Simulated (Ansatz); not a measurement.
ClH₆O₂ScSi₂, SMILES `[SiH3][O][Sc]([Cl])[O][SiH3]`. Total charge 0; spin multiplicity 1.

```xyz
12

Si   -1.928   -2.149    0.837
O    -1.073   -1.236   -0.218
Sc   -0.062   -0.145   -1.351
Cl   -0.161   -0.392   -3.648
O     1.033    1.150   -0.566
Si    1.973    2.258    0.185
H    -2.399   -3.395    0.176
H    -3.107   -1.384    1.325
H    -1.076   -2.514    2.000
H     2.014    3.516   -0.607
H     3.356    1.731    0.331
H     1.429    2.560    1.536
```

Problem. List the harmonic frequencies (cm⁻¹, unscaled) at PBE0-D4/def2-TZVP in Ansatz. (Best estimate.)

Solution. Computed: 14i, 10i, 28, 35, 47, 99, 124, 150, 179, 335, 487, 507, 724, 727, 728, 731, 948, 952, 953, 955, 956, 988, 1030, 1063, 2216, 2217, 2218, 2219, 2222, 2224.
